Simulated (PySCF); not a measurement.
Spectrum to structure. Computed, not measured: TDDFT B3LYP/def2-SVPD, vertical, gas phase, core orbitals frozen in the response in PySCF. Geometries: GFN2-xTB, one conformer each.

```tsv
state	E (eV)	f	main configurations (H = HOMO, L = LUMO)
S1	4.43	0.0031	H-1→L (98%)
S2	5.24	0.0000	H-2→L (99%)
S3	5.26	0.394	H→L (92%)
S4	6.21	0.0008	H→L+1 (90%)
S5	6.25	0.0007	H-3→L (96%)
S6	6.45	0.043	H-4→L (82%), H-2→L+1 (14%)
S7	6.74	0.014	H-1→L+1 (98%)
S8	6.91	0.0043	H→L+2 (96%)
```

Triplets computed (Tamm–Dancoff): 3.50, 3.71, 4.92 eV.

Orbital energies (eV): HOMO-3 -8.73, HOMO-2 -8.21, HOMO-1 -7.30, HOMO -7.09, LUMO -1.53, LUMO+1 0.40, LUMO+2 0.70.

Question: Which structure fits?
A. `C=C=C(C)CC#N`
B. `C#C/C=N\C1CC1`
C. `C1C[C@H]2CC[C@@H]1N2`

Answer: B. Its S1, at 4.43 eV, is the lowest among the candidates; the nearest of the others has S1 at 5.62 eV. S1 is HOMO-1→LUMO (98%). Löwdin shares by element: HOMO carbon 44% or more, nitrogen 18% (atoms not listed hold the other 38%); LUMO carbon 56% or more, nitrogen 28% (atoms not listed hold the other 16%). At the same level the other candidates give, for their lowest levels:
- `C1C[C@H]2CC[C@@H]1N2`: 5.84 eV (f 0.021); 6.81 eV (f 0.000); 6.83 eV (f 0.004); 7.02 eV (f 0.001); 7.31 eV (f 0.013); T1 5.69 eV; HOMO -6.45, LUMO 0.35 eV
- `C=C=C(C)CC#N`: 5.62 eV (f 0.002); 6.23 eV (f 0.002); 6.50 eV (f 0.032); 6.94 eV (f 0.052); 7.04 eV (f 0.059); T1 4.62 eV; HOMO -7.43, LUMO -0.42 eV

The values belong to the conformer `[CH:1]#[C:2]/[CH:3]=[N:4]\[CH:5]1[CH2:6][CH2:7]1`: C3–N4–C5–C6 -147°.
